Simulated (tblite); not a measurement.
Compound: H5OSeSi2 (doublet state).
Numbering: `[OH:1][SiH2:2][Se:3][SiH2:4]` (hydrogens: H5 on O1; H6, H7 on Si2; H8, H9 on Si4)

Computed with GFN2-xTB (tblite), gas phase: L-BFGS steps from a force-field or distance-geometry start until the largest atomic force falls under 0.01 eV/Å.

Step 52: E = -361.8974 eV
```
atom  x, y, z in Å  |  force x, y, z in eV/Å
O1     -1.7042   -1.1055    0.1849    0.016   0.101   0.146
Si2    -1.1951    0.4240    0.0582    0.003  -0.141  -0.078
Se3     0.4772    0.5535   -1.5031    0.075  -0.024   0.041
Si4     2.3132   -0.1493   -0.3202   -0.029   0.071  -0.105
H5     -1.8919   -1.6585   -0.5662   -0.016  -0.059  -0.119
H6     -0.6602    0.6969    1.3724    0.022   0.031   0.096
H7     -2.2088    1.3202   -0.4578   -0.059   0.049  -0.027
H8      1.9501   -1.1057    0.7213   -0.053  -0.046   0.032
H9      2.9334    1.0305    0.2770    0.040   0.017   0.012
```

Step 53: E = -361.8980 eV
```
atom  x, y, z in Å  |  force x, y, z in eV/Å
O1     -1.6860   -1.1149    0.1928   -0.065  -0.053  -0.110
Si2    -1.1962    0.4202    0.0575    0.004  -0.087  -0.039
Se3     0.4827    0.5710   -1.4939    0.061  -0.021   0.028
Si4     2.3183   -0.1466   -0.3236   -0.013   0.043  -0.064
H5     -1.9267   -1.6490   -0.5650    0.061   0.087   0.124
H6     -0.6726    0.7037    1.3762    0.004   0.020   0.053
H7     -2.2162    1.3037   -0.4738   -0.034   0.020  -0.004
H8      1.9589   -1.1063    0.7183   -0.052  -0.027   0.007
H9      2.9516    1.0243    0.2779    0.034   0.019   0.005
```

Step 54: E = -361.8994 eV
```
atom  x, y, z in Å  |  force x, y, z in eV/Å
O1     -1.7027   -1.1114    0.1913    0.003   0.034   0.081
Si2    -1.1975    0.4169    0.0560    0.008   0.010   0.011
Se3     0.4843    0.5654   -1.4941    0.012  -0.009   0.002
Si4     2.3185   -0.1421   -0.3265    0.016  -0.004   0.010
H5     -1.9145   -1.6543   -0.5622   -0.007  -0.050  -0.071
H6     -0.6673    0.7030    1.3751   -0.020   0.002  -0.001
H7     -2.2154    1.3086   -0.4705   -0.005   0.000   0.001
H8      1.9550   -1.1051    0.7151   -0.033   0.004  -0.029
H9      2.9533    1.0250    0.2822    0.025   0.014  -0.004
```

Problem. Estimate the geometry and energy of step 55. (The exact step hangs on the optimiser's Hessian estimate; all steps are aligned on step 54, rigid shifts and turns removed.)

Solution. E = -361.8996 eV, largest force 0.076 eV/Å
```
atom  x, y, z in Å  |  force x, y, z in eV/Å
O1     -1.7039   -1.1122    0.1930    0.005   0.035   0.064
Si2    -1.1982    0.4160    0.0565    0.005   0.015   0.013
Se3     0.4850    0.5653   -1.4926    0.007  -0.006  -0.001
Si4     2.3210   -0.1410   -0.3281    0.014  -0.007   0.014
H5     -1.9161   -1.6533   -0.5620   -0.005  -0.048  -0.059
H6     -0.6696    0.7039    1.3760   -0.021   0.001  -0.003
H7     -2.2160    1.3070   -0.4726    0.001  -0.004   0.004
H8      1.9545   -1.1034    0.7123   -0.030  -0.003  -0.024
H9      2.9569    1.0237    0.2838    0.025   0.018  -0.007
```

The energy changes by -0.0002 eV. The first-order estimate −F·Δx gives -0.0003 eV and the mean of the old and new forces, exact on a quadratic surface, -0.0002 eV. The step makes an angle of 75° with the force vector and moves no atom by more than 0.004 Å.

The cost below is that of the whole relaxation. Hardware: one thread of an Intel Xeon at 2.50 GHz (shared host). Cost: 2.5 s of wall time.
